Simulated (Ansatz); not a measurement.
A nudged elastic band was laid between two geometries of GaH₆NO (9 atoms, charge 0, multiplicity 1).

Theory: Ansatz 0.2.0, UKS PBE-D4/def2-SVP.

```yaml
movable_images: 9
climbing_image: yes
spring: 5.0 eV/Å²
optimiser: quadratic models (default)
start_path: through a guess of the saddle point
force_threshold: 0.05 eV/Å
iteration_limit: 60
end_points: relaxed
```

Image 0:

```xyz
9
Properties=species:S:1:pos:R:3
Ga -0.832 -0.576 0.188
O -1.220 1.213 -0.133
H -1.037 -1.560 -1.044
H -0.949 -0.987 1.713
H 1.026 0.995 -0.141
N 1.240 0.004 0.069
H -1.822 1.340 -0.886
H 1.790 -0.044 0.936
H 1.803 -0.384 -0.699
```

Image 10:

```xyz
9
Properties=species:S:1:pos:R:3
Ga -0.545 -0.821 0.287
O -0.957 1.272 -0.083
H -1.103 -1.531 -1.010
H -1.004 -1.038 1.774
H 0.073 1.209 -0.171
N 1.219 -0.063 0.053
H -1.293 1.426 -0.987
H 1.834 -0.042 0.875
H 1.774 -0.413 -0.737
```

Q: Which bonds break or form, and what moves?

A: Bonds broken: H5–N6. Bonds formed: O2–H5.

Q: What energy profile does the band end with?

A: The forces met the threshold. The highest image is number 9 of 0 to 10, 0.48 eV above the first end and 0.03 eV above the last; the last end lies 0.44 eV above the first. A vibrational analysis at the climbing image gives one clearly imaginary mode, 607i cm⁻¹: a first-order saddle point. The orbitals stay closed-shell, which can raise the energy where a bond breaks towards radicals; this wasn't checked here.

| image | path coordinate (Å) | energy (eV) | H5–N6 (Å) | O2–H5 (Å) |
| --- | --- | --- | --- | --- |
| 0 | 0.00 | 0.00 | 1.04 | 2.26 |
| 1 | 0.14 | 0.00 | 1.04 | 2.18 |
| 2 | 0.28 | 0.01 | 1.04 | 2.09 |
| 3 | 0.41 | 0.02 | 1.04 | 1.99 |
| 4 | 0.55 | 0.05 | 1.05 | 1.87 |
| 5 | 0.69 | 0.10 | 1.06 | 1.74 |
| 6 | 0.83 | 0.18 | 1.10 | 1.59 |
| 7 | 0.96 | 0.31 | 1.16 | 1.44 |
| 8 | 1.10 | 0.44 | 1.27 | 1.29 |
| 9 | 1.24 | 0.48 | 1.41 | 1.16 |
| 10 | 1.57 | 0.44 | 1.73 | 1.04 |

Q: What is the geometry of the highest image?

A: 
```xyz
9
Properties=species:S:1:pos:R:3
Ga -0.640 -0.793 0.275
O -0.908 1.221 -0.078
H -1.104 -1.576 -1.015
H -1.023 -1.055 1.775
H 0.237 1.028 -0.152
N 1.174 -0.004 0.044
H -1.269 1.440 -0.958
H 1.791 0.056 0.863
H 1.740 -0.318 -0.754
```

Q: What are the harmonic wavenumbers there?

A: 607i, 360, 367, 400, 436, 529, 547, 644, 665, 714, 721, 756, 849, 1473, 1513, 1770, 1909, 1942, 3439, 3534, 3723 cm⁻¹.

Run time: 6.1 min on 2 threads of Intel(R) Xeon(R) Platinum 8488C (Sapphire Rapids), with other jobs on the host, peak memory 0.17 GiB.
